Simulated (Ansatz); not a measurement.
Cost and result up the ladder for AlCl₃ (4 atoms). The state is a singlet with charge 0. Geometry: B3LYP-D4/def2-TZVP.

```
atom   x (Å)   y (Å)   z (Å)
 Al1   0.000   0.000   0.000
 Cl2   0.797   0.904   1.692
 Cl3   0.555  -1.939  -0.501
 Cl4  -1.352   1.034  -1.191
```

Ansatz on 2 threads of Arm Neoverse V2 on a shared host. Times are rough, and most runs start from the orbitals of an earlier one. ωB97M-V/def2-TZVP serves as the yardstick here, not as an exact answer. Differences are given only for rows in sets of like size (and for xTB, whose basis is part of the method), since another set adds its own error. Binding counts from free atoms at the same level (Al doublet, Cl doublet; other spins of the atoms weren't run), without zero-point energy or a counterpoise term.

HSE06 is defined as in plane-wave codes, on full-range PBE exchange. Correlated methods freeze 20 core orbitals. The structure comes from a short search, and lower isomers may exist.

Correlated methods converge slowly with the basis.

| level | functions | wall time | binding energy per atom (eV) | difference from ωB97M-V/def2-TZVP (eV) |
| --- | --- | --- | --- | --- |
| PBE-D4/def2-SVP | 72 | 0.75 s | 3.38 | – |
| PBE0-D4/def2-SVP | 72 | 1.1 s | 3.34 | – |
| MP2/def2-TZVP | 148 | 1.4 s | 3.43 | 0.04 |
| PBE-D4/def2-TZVP | 148 | 1.4 s | 3.36 | -0.02 |
| revPBE-D4/def2-TZVP | 148 | 1.6 s | 3.27 | -0.11 |
| PBE0-D4/def2-TZVP | 148 | 2.2 s | 3.34 | -0.04 |
| HSE06-D4/def2-TZVP | 148 | 2.3 s | 3.34 | -0.04 |
| RPA@PBE/def2-TZVP | 148 | 2.9 s | 2.93 | -0.45 |
| PBE0-D4/def2-TZVPD | 181 | 3.6 s | 3.34 | -0.04 |
| B2PLYP/def2-TZVP | 148 | 3.7 s | 3.27 | -0.11 |
| r2SCAN-D4/def2-TZVP | 148 | 3.8 s | 3.42 | 0.04 |
| r2SCAN-D4/def2-TZVPD | 181 | 5.5 s | 3.41 | 0.03 |
| ωB97M-V/def2-TZVP | 148 | 6.5 s | 3.38 | 0.00 |
| CCSD(T)/def2-TZVPP | 168 | 25 s | 3.25 | -0.13 |
